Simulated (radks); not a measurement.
The numbers below are computed, except where a source is named.
Charge is removed step by step from the 2s1/2 level of the silicon ion Si2+, starting from [Ne] 3s2. Code: a radial shooting solver on a logarithmic mesh with Libxc functionals. Model: Dirac Kohn-Sham, PBE, spin-unpolarised, spherical densities, point nucleus.

[
 {"removed (e)": "0", "E - E(0) (eV)": "0.000", "eigenvalue (eV)": "-160.79", "E minus straight line (eV)": "0.000"},
 {"removed (e)": "0.125", "E - E(0) (eV)": "20.352", "eigenvalue (eV)": "-164.84", "E minus straight line (eV)": "-1.810"},
 {"removed (e)": "0.25", "E - E(0) (eV)": "41.211", "eigenvalue (eV)": "-168.93", "E minus straight line (eV)": "-3.112"},
 {"removed (e)": "0.375", "E - E(0) (eV)": "62.584", "eigenvalue (eV)": "-173.05", "E minus straight line (eV)": "-3.901"},
 {"removed (e)": "0.5", "E - E(0) (eV)": "84.475", "eigenvalue (eV)": "-177.20", "E minus straight line (eV)": "-4.173"},
 {"removed (e)": "0.625", "E - E(0) (eV)": "106.89", "eigenvalue (eV)": "-181.39", "E minus straight line (eV)": "-3.923"},
 {"removed (e)": "0.75", "E - E(0) (eV)": "129.82", "eigenvalue (eV)": "-185.62", "E minus straight line (eV)": "-3.147"},
 {"removed (e)": "0.875", "E - E(0) (eV)": "153.29", "eigenvalue (eV)": "-189.88", "E minus straight line (eV)": "-1.840"},
 {"removed (e)": "1", "E - E(0) (eV)": "177.29", "eigenvalue (eV)": "-194.16", "E minus straight line (eV)": "0.000"}
]

Removing the whole electron costs 177.29 eV by Delta-SCF, against 160.79 eV from minus the eigenvalue at the starting occupation. Slater's transition state (half an electron removed) gives 177.20 eV. Integrating minus the eigenvalue over the occupation (Janak's theorem) gives 177.29 eV. The mean slope of the eigenvalue, de/dn, is 33.4 eV per electron.
